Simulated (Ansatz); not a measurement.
`FB(F)N([SiH3])[SiH3]` + CH₃SH → `CSB(F)F` + `[SiH3]N[SiH3]` at 298.15 K and 1 bar (ligand exchange at a B–N bond).

Isolated molecules relaxed with PBE0-D4/def2-TZVP in Ansatz; ΔE leaves out vibrations. CCSD(T)/CBS adds triple-zeta CCSD(T) − MP2 to the extrapolated MP2 energy (def2 sets, frozen cores). This one scheme is used for every species. One conformer a species, not always the lowest.

```csv
species,CCSD(T)/CBS energy (Eh),H − E (kJ/mol),S (J/(mol·K))
`FB(F)N([SiH3])[SiH3]`,-861.05476,202.6,388.5
CH₃SH,-438.22835,133.0,253.2
`CSB(F)F`,-662.16308,147.1,331.3
`[SiH3]N[SiH3]`,-637.10515,192.6,335.6
```

H − E and S are ideal-gas, rigid-rotor, harmonic terms from PBE0-D4/def2-TZVP, for one conformer and one mirror image of each species. 1 Eh = 2625.50 kJ/mol, R = 8.31446 J/(mol·K).

By hand: ΔE, ΔH, ΔS and ΔG.

ΔE = (-662.16308) + (-637.10515) − (-861.05476) − (-438.22835) = 0.01488 Eh = 39.1 kJ/mol. Δ(H − E) = 147.1 + 192.6 − 202.6 − 133.0 = 4.1, so ΔH = 43.2 kJ/mol. ΔS = 331.3 + 335.6 − 388.5 − 253.2 = 25.2 J/(mol·K). ΔG = 43.2 − 298.15 × (25.2)/1000 = 35.7 kJ/mol.

By hand: the equilibrium constant, and the temperature at which ΔG would vanish if ΔH and ΔS stayed fixed.

log₁₀ K = −ΔG/(RT ln 10) = -6.3. ΔG = 0 at ΔH/ΔS = 1714 K.

ΔH outweighs TΔS. A doubt of 5 kJ/mol in ΔE shifts log₁₀ K by 0.9 here. Other conformers and mirror images would add mixing entropy, several J/(mol·K) or more a flexible species. Modes under 60 cm⁻¹, often nearly free rotors, make the harmonic entropy too high. These are equilibria of isolated gas molecules and say nothing of rates. Largest T1 diagnostic: 0.012 (customary marks: 0.02 for closed shells, 0.045 for open ones).
